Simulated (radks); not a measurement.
Valence configurations of Sb II (all share [Kr]). Method: scalar-relativistic Kohn-Sham, SCAN, spin-unpolarised, spherical densities, finite nucleus; meta-GGA in the generalised Kohn-Sham scheme; Fermi nuclear charge, rms radius 4.6802 fm; computed with a radial shooting solver on a logarithmic mesh with Libxc functionals. Energies are relative to 4d10 5s2 5p2; eigenvalues in eV.

| valence | E (eV) | e(4d) | e(5p) | e(5s) |
|---|---|---|---|---|
| 4d10 5s2 5p2 | 0.000 | -42.869 | -12.080 | -21.081 |
| 4d10 5s1.5 5p2.5 | 4.508 | -43.597 | -12.401 | -21.438 |
| 4d10 5s1 5p3 | 9.036 | -44.301 | -12.720 | -21.798 |
| 4d9.5 5s2 5p2.5 | 15.985 | -46.054 | -12.892 | -22.289 |
| 4d9 5s2 5p3 | 33.159 | -49.222 | -13.675 | -23.447 |
| 4d8 5s2 5p4 | 71.091 | -55.514 | -15.178 | -25.655 |

NIST lists [Kr] 4d10 5s2 5p2 as the ground configuration; this level of theory agrees among the configurations tried. The energies are those of spherical spin-averaged densities, not of single terms.
